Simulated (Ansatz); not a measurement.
Reaction: CH4Si (methylidenesilane, SMILES C=[SiH2]) → CH3Si (SMILES [CH]=[SiH2], doublet) + H (doublet) (the C-H bond breaks)
Each species at its own B3LYP-D3(BJ)/def2-TZVP minimum (Ansatz, a first-principles code).

Quantity: bond dissociation energy (electronic), in kcal/mol. UHF or UKS for unpaired electrons; spin-orbit terms are left out. CBS(X,Y): correlation extrapolated as X^-3, Hartree-Fock from the larger set. A bracket is a step between two methods taken in the basis named. Functionals run without relativity, which enters their misses. Double hybrids freeze cores in their MP2 part. 'core' is core correlation in cc-pwCVTZ (1s frozen past Ne), 'X2C' scalar relativity in cc-pVTZ-DK, both at CCSD(T). For partners of very few electrons the exact lower level stands in for a higher one. The restricted determinant of CH4Si (C=[SiH2], singlet) is unstable towards broken spin symmetry in at least one set run. The UHF reference of CH3Si ([CH]=[SiH2], doublet) is spin-contaminated (<S^2> up to 0.40 over the pure value in the sets run).

CCSD(T)/CBS(cc-pV(T+d)Z,cc-pV(Q+d)Z) + [CCSDT(Q) - CCSD(T)]/cc-pV(T+d)Z + core + X2C (Ansatz) gives 115.0 kcal/mol.

Question: How far off this value is PBE/def2-TZVPD (Ansatz), in which direction, and how far these levels: r2SCAN/def2-TZVPD, B3LYP/def2-TZVPD, wB97M-V/def2-TZVPD, B2PLYP/def2-TZVPD, CCSD(T)/CBS(cc-pV(T+d)Z,cc-pV(Q+d)Z) + core + X2C?

Answer: PBE gives 111.8 kcal/mol, 3.2 kcal/mol below it. Differences of the others: r2SCAN/def2-TZVPD (Ansatz) -4.9; B3LYP/def2-TZVPD (Ansatz) -1.9; wB97M-V/def2-TZVPD (Ansatz) -0.3; B2PLYP/def2-TZVPD (Ansatz) -1.4; CCSD(T)/CBS(cc-pV(T+d)Z,cc-pV(Q+d)Z) + core + X2C (Ansatz) 0.9 kcal/mol.
